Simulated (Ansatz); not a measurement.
Total energies of CrCl2 from Ansatz at PBE-D4/def2-TZVP, gas phase (1 Eh = 27.2114 eV = 2625.5 kJ/mol). The reference geometry is relaxed at PBE-D4/def2-TZVP.

Cartesian coordinates in Å:
```
Cr 0.0000 -0.0001 0.0000
Cl -1.8317 0.5182 -1.0489
Cl 1.8318 -0.5182 1.0488
```

| state | geometry | energy (Eh) |
| --- | --- | --- |
| charge 0 quintet | reference | -1964.40185 |
| charge 1 quartet | reference | -1964.06299 |
| charge 1 quartet | relaxed at PBE-D4/def2-TZVP | -1964.07105 |
| free Cr atom (septet) | – | -1044.19823 |
| free Cl atom (doublet) | – | -459.95840 |

Other spin states of the ions weren't run at this level and may lie lower.

**Question.** Work out the vertical ionisation energy to the quartet.

**Answer.** E(charge 1 quartet) − E(charge 0 quintet) = -1964.06299 − (-1964.40185) = 0.33886 Eh = 9.22 eV. For comparison, −ε of the highest occupied level of the spin that leaves is 5.79 eV at this level, 3.43 eV less.

**Question.** How much does the charge 1 quartet relax, and what is the adiabatic ionisation energy?

**Answer.** Relaxation: -1964.06299 − (-1964.07105) = 0.00806 Eh = 0.22 eV. Adiabatic ionisation energy: 0.33080 Eh = 9.00 eV, without zero-point energy. 

**Question.** What is the binding energy per atom against free atoms?

**Answer.** Atoms: 1 × (-1044.19823) + 2 × (-459.95840) = -1964.11503 Eh. Binding: -1964.11503 − (-1964.40185) = 0.28682 Eh = 7.80 eV, or 2.60 eV for each of 3 atoms (no zero-point energy, no counterpoise term).

At PBE-D4/def2-TZVP the gap within one spin of the charge 0 quintet nearly closes, so an electron or hole may be smeared out by delocalisation error. At PBE-D4/def2-TZVP the charge 1 quartet is spin-contaminated (final ⟨S²⟩ up to 4.02, 3.75 for a pure state). At PBE-D4/def2-TZVP the relaxed charge 1 quartet is spin-contaminated (final ⟨S²⟩ up to 3.88, 3.75 for a pure state).  The singlet lies 2.73 eV above the quintet at this level but is left out (at the level of its geometry, an occupied level 0.15 eV above an empty one). With broken spin symmetry it lies 1.18 eV lower (⟨S²⟩ 1.87). The triplet lies 1.20 eV above the quintet at this level but is left out (at the level of its geometry, ⟨S²⟩ 2.94, where a pure state has 2.00).
